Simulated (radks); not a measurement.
Q: These are the eigenvalues of the occupied orbitals of an atom or ion with whole-number occupations (hartree). All-electron calculation, scalar-relativistic Kohn-Sham, PBE, spin-polarised, spherical densities, point nucleus. Program: a radial shooting solver on a logarithmic mesh with Libxc functionals.

orbital  eigenvalue
1s up     -1777.573
1s down   -1777.573
2s up     -291.8574
2s down   -291.8561
2p up     -260.0116
2p down   -260.0107
3s up     -64.22216
3s down   -64.13849
3p up     -54.31299
3p down   -54.22973
3d up     -41.06391
3d down   -41.00005
4s up     -12.80275
4s down   -12.59830
4p up      -9.54500
4p down    -9.34093
4d up      -5.00852
4d down    -4.80513
5s up      -1.67930
5s down    -1.56356
5p up      -0.90227
5p down    -0.81673
4f up      -0.15064
6s up      -0.13681
6s down    -0.12710

Which element is it, and in what charge state? The configuration may be excited. Open shells, if any, are filled with parallel spins first.

A: Z = 63, europium, charge 0: Eu in [Xe] 4f7 6s2. The list shows which subshells hold electrons but not how many an open one holds; the 1s level, -1777.6 hartree, gives Z - s = 59.6 by -(Z - s)^2/2, which with screening and relativity narrows Z to a few neighbours, and the depths of the outer levels then fix element, charge and occupations together.
